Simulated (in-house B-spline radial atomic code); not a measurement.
Configurations of F, with energies counted from [He] 2s2 2p5. Computed with a radial B-spline atomic code at the basis-set limit: non-relativistic B3LYP, spin-polarised, spherical fractional occupations, exact exchange averaged over the configuration, point nucleus. Shells without spins written out take the highest spin.

Occupations are held fixed; configurations that lie above the ionisation limit could autoionise.

```tsv
configuration	E - E(ref) (eV)	highest orbital	its <r> (bohr)
[He] 2s2 2p4 3s1	12.917	3s up	4.403
[He] 2s1 2p5 3s1	32.206	3s up	4.379
[He] 2s1 2p5 3d1	35.538	3d up	9.931
```

(1) Order these further configurations by energy, lowest first.
A. [He] 2s1 2p6
B. [He] 2s2 2p4 3p1
C. [He] 2s1 2p5 3p1
D. [He] 2s2 2p4 3d1

## Answers

(1) B (14.729 eV), D (16.211 eV), A (19.522 eV), C (34.041 eV).
